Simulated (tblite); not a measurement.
Record of a relaxation.

Species: C3H10O2Si3.
Numbering: `[CH:1]#[C:2][CH2:3][SiH2:4][O:5][SiH2:6][O:7][SiH3:8]` (hydrogens: H9 on C1; H10, H11 on C3; H12, H13 on Si4; H14, H15 on Si6; H16, H17, H18 on Si8)

Computed with GFN2-xTB (tblite), gas phase: L-BFGS steps from a force-field or distance-geometry start until the largest atomic force falls under 0.01 eV/Å. 10 of its 291 geometries are shown.

Step 0: E = -678.3576 eV, largest atomic force 3.257 eV/Å
```
atom  x, y, z in Å  |  force x, y, z in eV/Å
C1     -3.382    2.349   -0.039    0.100  -0.917   0.024
C2     -3.204    1.155   -0.017    0.040  -0.102   0.131
C3     -2.938   -0.310    0.050   -1.856   0.966   0.136
Si4    -1.262   -0.678   -0.661    1.405  -0.073   0.869
O5     -0.085   -0.897    0.588    0.835  -0.115  -3.146
Si6     1.411   -1.032   -0.286   -0.303   1.000   2.194
O7      2.755   -0.645    0.702   -0.427   0.467  -2.859
Si8     3.869    0.213   -0.315   -0.803  -0.037   0.771
H9     -3.561    3.393   -0.057    0.058  -0.408  -0.015
H10    -3.040   -0.611    1.106    0.000   0.056  -0.410
H11    -3.762   -0.829   -0.542    0.999   0.578   0.709
H12    -1.335   -1.835   -1.564    0.111  -0.035   0.209
H13    -0.798    0.479   -1.447   -0.322  -0.147   0.052
H14     1.588   -2.359   -0.857   -0.067   0.098   0.192
H15     1.315    0.035   -1.329    0.177  -0.626   0.400
H16     5.166    0.409    0.315   -0.131  -0.399   0.247
H17     3.943   -0.395   -1.657    0.139  -0.100   0.393
H18     3.311    1.563   -0.531    0.045  -0.206   0.102
```

Step 32: E = -679.9639 eV, largest atomic force 0.182 eV/Å
```
atom  x, y, z in Å  |  force x, y, z in eV/Å
C1     -3.473    2.333    0.147    0.012  -0.033   0.035
C2     -3.246    1.164    0.271    0.006  -0.034   0.044
C3     -2.953   -0.251    0.312    0.101   0.001  -0.063
Si4    -1.516   -0.644   -0.896   -0.002  -0.025  -0.075
O5     -0.010   -0.533   -0.283   -0.097  -0.063  -0.004
Si6     1.433   -1.024   -0.847   -0.067   0.153  -0.072
O7      2.565   -0.118   -0.143    0.051  -0.046  -0.004
Si8     4.108    0.406   -0.102   -0.138  -0.062   0.089
H9     -3.676    3.360    0.064   -0.008  -0.035   0.042
H10    -2.766   -0.583    1.336    0.070   0.135  -0.037
H11    -3.838   -0.793   -0.039    0.108   0.058   0.010
H12    -1.681   -2.033   -1.346    0.005   0.039  -0.005
H13    -1.567    0.313   -2.003   -0.039  -0.079  -0.016
H14     1.580   -2.433   -0.503    0.074   0.067   0.072
H15     1.472   -0.772   -2.287    0.037  -0.032   0.059
H16     4.669   -0.024    1.176   -0.058  -0.048   0.031
H17     4.823   -0.225   -1.209    0.003   0.035  -0.042
H18     4.066    1.864   -0.188   -0.058  -0.031  -0.065
```

Step 64: E = -680.0789 eV, largest atomic force 0.042 eV/Å
```
atom  x, y, z in Å  |  force x, y, z in eV/Å
C1     -3.453    2.365    0.305    0.012  -0.013  -0.012
C2     -3.102    1.220    0.303    0.035   0.018  -0.007
C3     -2.707   -0.168    0.322   -0.018  -0.008   0.013
Si4    -1.608   -0.703   -1.147   -0.017   0.024  -0.001
O5     -0.058   -0.477   -0.726   -0.017  -0.004  -0.015
Si6     1.434   -1.028   -1.001   -0.015  -0.020   0.005
O7      2.435    0.083   -0.405    0.005  -0.028   0.000
Si8     3.965    0.425    0.012   -0.023   0.010  -0.005
H9     -3.760    3.367    0.308    0.015  -0.001  -0.008
H10    -2.189   -0.369    1.264    0.000  -0.001  -0.006
H11    -3.618   -0.770    0.312    0.000  -0.029   0.017
H12    -1.796   -2.140   -1.381   -0.007   0.013  -0.008
H13    -1.852    0.071   -2.361   -0.021   0.011   0.007
H14     1.586   -2.276   -0.262    0.015  -0.004  -0.007
H15     1.654   -1.143   -2.437    0.011   0.005   0.015
H16     4.193   -0.123    1.348    0.012  -0.003  -0.011
H17     4.841   -0.208   -0.975    0.021   0.018   0.031
H18     4.025    1.881   -0.021   -0.007   0.010  -0.009
```

Step 97: E = -680.1035 eV, largest atomic force 0.059 eV/Å
```
atom  x, y, z in Å  |  force x, y, z in eV/Å
C1     -3.160    2.362    0.313   -0.011   0.012   0.033
C2     -2.808    1.221    0.389   -0.016   0.000  -0.031
C3     -2.391   -0.160    0.406   -0.003  -0.004  -0.032
Si4    -1.722   -0.711   -1.305    0.050  -0.028   0.012
O5     -0.104   -0.658   -1.232    0.001  -0.011  -0.015
Si6     1.399   -1.233   -1.127   -0.032   0.040   0.001
O7      2.293   -0.074   -0.452    0.043   0.013   0.002
Si8     3.667    0.554    0.134   -0.018   0.040   0.019
H9     -3.474    3.362    0.282    0.007   0.014   0.013
H10    -1.607   -0.284    1.159   -0.032   0.002  -0.016
H11    -3.243   -0.775    0.707    0.022   0.013  -0.009
H12    -2.094   -2.102   -1.582   -0.027   0.000   0.026
H13    -2.102    0.187   -2.393    0.004   0.007   0.034
H14     1.397   -2.382   -0.230    0.017  -0.036  -0.011
H15     1.868   -1.462   -2.485    0.015  -0.026  -0.004
H16     3.814    0.075    1.509   -0.001  -0.004  -0.013
H17     4.771    0.084   -0.704   -0.004   0.005   0.008
H18     3.487    2.002    0.068   -0.015  -0.036  -0.016
```

Step 129: E = -680.1917 eV, largest atomic force 0.204 eV/Å
```
atom  x, y, z in Å  |  force x, y, z in eV/Å
C1     -2.520    2.469    0.534    0.011  -0.048  -0.060
C2     -2.085    1.359    0.416   -0.028   0.060  -0.009
C3     -1.545    0.027    0.308   -0.067  -0.018  -0.046
Si4    -1.518   -0.703   -1.463    0.005  -0.014  -0.076
O5     -0.098   -1.472   -1.680   -0.013   0.032   0.021
Si6     1.395   -1.823   -1.165   -0.001   0.006   0.015
O7      1.914   -0.680   -0.146    0.152   0.128   0.047
Si8     2.519    0.784    0.228   -0.136  -0.087  -0.042
H9     -2.906    3.441    0.613    0.000  -0.005   0.015
H10    -0.515    0.042    0.668    0.051  -0.001   0.080
H11    -2.121   -0.623    0.972    0.025  -0.030   0.035
H12    -2.511   -1.767   -1.636   -0.005   0.049   0.027
H13    -1.602    0.329   -2.498    0.041  -0.020   0.040
H14     1.333   -3.035   -0.362   -0.004   0.015   0.000
H15     2.246   -1.825   -2.341   -0.029  -0.027  -0.069
H16     2.731    0.697    1.671    0.010   0.001  -0.021
H17     3.755    0.996   -0.525   -0.013  -0.046   0.030
H18     1.521    1.791   -0.135   -0.001   0.005   0.015
```

Step 161: E = -680.2321 eV, largest atomic force 0.065 eV/Å
```
atom  x, y, z in Å  |  force x, y, z in eV/Å
C1     -2.583    2.493    0.497   -0.009   0.024  -0.013
C2     -2.111    1.393    0.479   -0.006  -0.049  -0.029
C3     -1.551    0.065    0.432    0.006  -0.023   0.023
Si4    -1.373   -0.617   -1.351    0.044  -0.011   0.011
O5     -0.069   -1.581   -1.424   -0.004  -0.011   0.009
Si6     1.500   -1.935   -1.240   -0.047   0.045  -0.001
O7      2.263   -0.751   -0.446   -0.043  -0.003  -0.025
Si8     2.390    0.757    0.137    0.044  -0.040   0.015
H9     -2.995    3.457    0.519    0.006   0.001   0.016
H10    -0.567    0.080    0.910    0.006   0.017  -0.003
H11    -2.188   -0.596    1.027    0.004  -0.008  -0.004
H12    -2.477   -1.513   -1.694   -0.005   0.006   0.001
H13    -1.188    0.461   -2.320   -0.001   0.038  -0.008
H14     1.548   -3.110   -0.387    0.025  -0.016   0.014
H15     2.081   -2.013   -2.571   -0.004  -0.014   0.002
H16     2.384    0.596    1.593    0.004   0.029  -0.022
H17     3.665    1.249   -0.385   -0.028  -0.001   0.030
H18     1.262    1.571   -0.317    0.007   0.017  -0.016
```

Step 193: E = -680.2418 eV, largest atomic force 0.033 eV/Å
```
atom  x, y, z in Å  |  force x, y, z in eV/Å
C1     -2.645    2.461    0.511    0.003  -0.033  -0.003
C2     -2.151    1.370    0.496   -0.003   0.033   0.000
C3     -1.532    0.069    0.455   -0.011  -0.006   0.004
Si4    -1.334   -0.595   -1.329    0.003   0.022  -0.007
O5     -0.115   -1.669   -1.348   -0.005   0.015  -0.005
Si6     1.475   -1.956   -1.249   -0.009   0.008  -0.007
O7      2.251   -0.685   -0.625    0.015   0.007   0.014
Si8     2.393    0.760    0.096   -0.006  -0.010  -0.014
H9     -3.084    3.413    0.535   -0.003  -0.010   0.007
H10    -0.548    0.135    0.929   -0.001   0.002  -0.004
H11    -2.135   -0.622    1.050    0.014   0.007  -0.001
H12    -2.492   -1.386   -1.745    0.014  -0.013   0.002
H13    -1.030    0.492   -2.260   -0.002   0.005   0.004
H14     1.617   -3.063   -0.317    0.000  -0.019   0.011
H15     1.986   -2.120   -2.601   -0.007  -0.007   0.001
H16     2.252    0.537    1.536   -0.003   0.003   0.001
H17     3.734    1.207   -0.270    0.003  -0.003   0.006
H18     1.350    1.657   -0.402    0.000   0.000  -0.008
```

Step 226: E = -680.2528 eV, largest atomic force 0.080 eV/Å
```
atom  x, y, z in Å  |  force x, y, z in eV/Å
C1     -2.903    2.349    0.640    0.041  -0.068   0.005
C2     -2.255    1.345    0.550   -0.037   0.046   0.003
C3     -1.476    0.139    0.431    0.006  -0.025   0.045
Si4    -1.304   -0.489   -1.365   -0.012  -0.010   0.013
O5     -0.104   -1.584   -1.393    0.017  -0.001  -0.021
Si6     1.447   -2.000   -1.191   -0.027  -0.006  -0.047
O7      2.295   -0.771   -0.575    0.011   0.024   0.030
Si8     2.492    0.727    0.010    0.006   0.042  -0.056
H9     -3.468    3.227    0.739    0.004  -0.008  -0.013
H10    -0.473    0.323    0.830   -0.029   0.033   0.021
H11    -1.935   -0.634    1.057    0.024   0.027  -0.023
H12    -2.472   -1.259   -1.792    0.011   0.005  -0.007
H13    -0.982    0.619   -2.265    0.017  -0.013  -0.019
H14     1.472   -3.068   -0.205   -0.016  -0.008   0.005
H15     1.999   -2.269   -2.511   -0.020   0.005   0.025
H16     2.069    0.723    1.413    0.027  -0.020   0.004
H17     3.925    0.970   -0.148   -0.053   0.001   0.020
H18     1.667    1.659   -0.764    0.030  -0.025   0.015
```

Step 258: E = -680.2585 eV, largest atomic force 0.075 eV/Å
```
atom  x, y, z in Å  |  force x, y, z in eV/Å
C1     -3.190    2.172    0.729    0.039  -0.058  -0.020
C2     -2.390    1.290    0.594   -0.052   0.052   0.014
C3     -1.426    0.232    0.425   -0.008   0.017   0.022
Si4    -1.264   -0.357   -1.385   -0.013   0.006  -0.015
O5     -0.113   -1.502   -1.440    0.014  -0.001   0.000
Si6     1.385   -2.028   -1.129   -0.007  -0.025  -0.022
O7      2.294   -0.841   -0.515    0.006  -0.010   0.008
Si8     2.632    0.677   -0.068    0.004  -0.007   0.015
H9     -3.894    2.941    0.850    0.037  -0.035   0.000
H10    -0.451    0.584    0.776   -0.013   0.010  -0.007
H11    -1.711   -0.611    1.062   -0.006   0.026  -0.017
H12    -2.459   -1.060   -1.849    0.006  -0.002   0.010
H13    -0.878    0.748   -2.266    0.007  -0.011   0.019
H14     1.285   -3.046   -0.094   -0.005   0.013  -0.009
H15     1.963   -2.407   -2.409   -0.005   0.011   0.022
H16     2.116    0.869    1.290   -0.009  -0.012  -0.002
H17     4.089    0.741   -0.105    0.025   0.005  -0.010
H18     2.002    1.606   -1.004   -0.020   0.020  -0.010
```

Step 290: E = -680.2624 eV, largest atomic force 0.005 eV/Å
```
atom  x, y, z in Å  |  force x, y, z in eV/Å
C1     -3.231    2.163    0.684    0.000  -0.001   0.002
C2     -2.398    1.310    0.569   -0.003   0.000  -0.003
C3     -1.399    0.284    0.417    0.001   0.001  -0.005
Si4    -1.249   -0.350   -1.380    0.002   0.002   0.003
O5     -0.104   -1.501   -1.426   -0.001   0.002   0.001
Si6     1.393   -2.041   -1.137   -0.001  -0.002   0.002
O7      2.326   -0.859   -0.551    0.000   0.000   0.001
Si8     2.622    0.647   -0.037    0.000  -0.002  -0.003
H9     -3.957    2.910    0.798    0.000  -0.001  -0.002
H10    -0.433    0.682    0.744    0.004   0.000  -0.002
H11    -1.647   -0.549    1.081   -0.003  -0.002   0.002
H12    -2.452   -1.058   -1.817    0.002   0.002   0.004
H13    -0.862    0.737   -2.282   -0.001  -0.001   0.000
H14     1.288   -3.053   -0.097    0.000   0.000  -0.001
H15     1.955   -2.430   -2.420    0.000   0.000  -0.005
H16     2.265    0.699    1.383    0.001   0.001   0.000
H17     4.055    0.822   -0.258    0.001   0.000   0.003
H18     1.818    1.594   -0.811   -0.001   0.001   0.001
```

**Question.** Summarise the path.

**Answer.** The energy falls by 43.93 kcal/mol from step 0 to step 290; nine tenths of that is first reached at step 55. It never rises by more than 0.2 meV. The largest force goes from 3.257 to 0.005 eV/Å. Among the bonds O5–Si6 changes most, from 1.737 to 1.617 Å; the atoms move by 1.793 Å rms after alignment.

**Question.** Follow the three bonds and two angles with the largest change from start to end.

**Answer.** 
```
step  E above end (kcal/mol)  largest force (eV/Å)  O5–Si6 (Å)  O7–Si8 (Å)  Si4–O5 (Å)  Si4–O5–Si6 (°)  Si6–O7–Si8 (°)
   0                   43.93                 3.257       1.737       1.735       1.730           103.4           106.1
  13                   19.50                 0.582       1.627       1.638       1.644           114.6           119.8
  25                    8.95                 0.427       1.619       1.624       1.629           127.5           144.0
  38                    5.82                 0.228       1.624       1.621       1.625           136.5           153.8
  50                    4.64                 0.167       1.619       1.620       1.626           140.3           148.1
  63                    4.24                 0.052       1.614       1.622       1.621           142.2           145.9
  76                    3.97                 0.064       1.614       1.620       1.622           148.3           147.7
  88                    3.78                 0.037       1.613       1.620       1.620           153.1           150.7
 101                    3.59                 0.114       1.612       1.621       1.619           158.5           158.1
 113                    2.72                 0.231       1.619       1.626       1.632           157.5           165.1
 126                    1.80                 0.091       1.617       1.621       1.630           150.1           155.8
 139                    1.34                 0.078       1.617       1.624       1.627           151.5           152.0
 151                    0.95                 0.063       1.618       1.623       1.623           152.0           154.7
 164                    0.67                 0.044       1.618       1.622       1.624           154.1           153.1
 177                    0.55                 0.038       1.618       1.622       1.624           150.9           155.3
 189                    0.49                 0.021       1.619       1.621       1.625           148.6           156.2
 202                    0.42                 0.053       1.618       1.620       1.624           149.9           153.7
 214                    0.36                 0.032       1.618       1.621       1.624           150.9           153.8
 227                    0.21                 0.064       1.619       1.620       1.625           151.3           154.9
 240                    0.13                 0.017       1.617       1.620       1.625           150.9           154.4
 252                    0.12                 0.024       1.617       1.620       1.625           151.7           154.5
 265                    0.06                 0.037       1.617       1.620       1.625           152.1           154.4
 277                    0.02                 0.047       1.617       1.619       1.625           152.4           154.4
 290                    0.00                 0.005       1.617       1.619       1.624           152.2           154.3
```

What follows is the cost of the whole relaxation. Time: 4.9 s of wall time. Hardware: one thread of an Arm Neoverse N1, shared host with 64 logical CPUs at a one-minute load of 61.
